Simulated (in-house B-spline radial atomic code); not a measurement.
Values are calculated unless marked as measured or tabulated.
# Correlation energy from the adiabatic connection: −Z exp(−kr)/r, Z = 2.85, k = 0.0267

Two electrons in a singlet, external potential −Z exp(−kr)/r, Z = 2.85, k = 0.0267 (atomic units). Full CI in B-splines (partial waves to l = 8, correlation up to 0.6 % small) with the density held fixed gives W(λ) = <V_ee>_λ − U, and E_c is the integral of W(λ) − W(0) from 0 to 1.

| λ | W(λ) − W(0) (hartree) |
| --- | --- |
| 0 | 0.00000 |
| 0.02 | -0.00189 |
| 0.05 | -0.00471 |
| 0.12 | -0.01119 |
| 0.25 | -0.02287 |
| 0.4 | -0.03583 |
| 0.6 | -0.05228 |
| 0.8 | -0.06785 |
| 1 | -0.08261 |

**Question.** Integrate the table by the trapezoid rule.

**Answer.** The strips give -0.00002, -0.00010, -0.00056, -0.00221, -0.00440, -0.00881, -0.01201, -0.01505, which sum to -0.04316 hartree. The direct value, W(1) − W(0) + T_c with T_c = 0.03940, is -0.04321; the curve is convex, so chords lie above it and the trapezoids fall short in size by 0.13 %.

**Question.** Now use only three numbers: W(0) = -1.5569, the initial slope W'(0) = -0.09487 (extrapolated from the first points) and the strong-coupling limit of the point-charge-plus-continuum model, W∞ = -2.2163. What do second-order theory and the interpolation W(λ) = W∞ + (W(0) − W∞)/√(1 + 2χλ) of Seidl, Perdew and Levy give?

**Answer.** Second order keeps the slope alone: E_c = W'(0)/2 = -0.04743, +10 % in size against -0.04321. Matching the slope fixes χ = W'(0)/(W∞ − W(0)) = -0.09487/(-0.65940) = 0.14387. Integrating, with s = √(1 + 2χ) = 1.134789, E_c = −(W(0) − W∞)(s − 1)/(s + 1) = −0.65940 × 0.134789/2.134789 = -0.04163 hartree, -3.7 % in size against the full result. At λ = 1 the formula gives W − W(0) = -0.07832 against -0.08261. Part of the miss can come from the model's W∞.
